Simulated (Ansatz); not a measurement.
C$_{4}$H$_{5}$O$_{2}$ (SMILES CC(=O)C=[C]O), doublet (typed; the unrestricted solution is spin-contaminated), geometry from GFN2-xTB, with bond 10-4 at 1.8 times its length; PBE0/STO-3G in Ansatz (a quantum-chemistry and plane-wave program).

Ansatz was given this input:
Ansatz 0.2 input:
```yaml
crystal:
  periodic: [false, false, false]
  atoms:
    - {symbol: C, position_ang: [1.36182315, 0.52551447, 0.45916404]}
    - {symbol: C, position_ang: [0.70063296, -0.10666471, -0.73272174]}
    - {symbol: O, position_ang: [1.27393566, -0.36182335, -1.76372116]}
    - {symbol: C, position_ang: [-0.74481166, -0.41494366, -0.57886742]}
    - {symbol: C, position_ang: [-1.50054092, -0.19828021, 0.47260859]}
    - {symbol: O, position_ang: [-1.29395766, 0.32130308, 1.67269156]}
    - {symbol: H, position_ang: [0.86364187, 1.46151697, 0.70098248]}
    - {symbol: H, position_ang: [2.41114571, 0.70874474, 0.24322265]}
    - {symbol: H, position_ang: [1.26937993, -0.13152612, 1.32085618]}
    - {symbol: H, position_ang: [-1.53114312, -1.23001136, -2.15885599]}
    - {symbol: H, position_ang: [-2.10495020, 0.31943035, 2.19871356]}
basis:
  gaussian:
    orbitals: STO-3G
hamiltonian:
  xc: pbe0
magnetization: {spin_polarized: true, initial_magnetization: 1}
```

Question: What does Ansatz print? Leave out banner, timings and long lists.

Answer: 
```
Functional definition: PBE0
501 factors; integrals over basis functions are off by at most 3.8e-5 eV
mean field evaluation 1: about -8195.1058 eV, gradient 2.2e1 eV
mean field evaluation 2: about -8166.6527 eV, gradient 6.9e1 eV
mean field evaluation 4: about -8198.6677 eV, gradient 2.1e0 eV
mean field evaluation 8: about -8198.8412 eV, gradient 3.1e-1 eV
mean field evaluation 16: about -8198.7869 eV, gradient 3.0e-3 eV
mean field -8198.78690101 eV, -301.2998612748 hartree, gradient 1.7e-5 eV, S^2 0.978956; 0 other end points of the search recorded, 0 dependent functions left out
reference -8198.78691839 eV, -301.2998619136 hartree; 23, 22 occupied and 12, 13 virtual orbitals, 501 factors
Total energy: -8198.78691839 eV, -301.2998619136 hartree
```
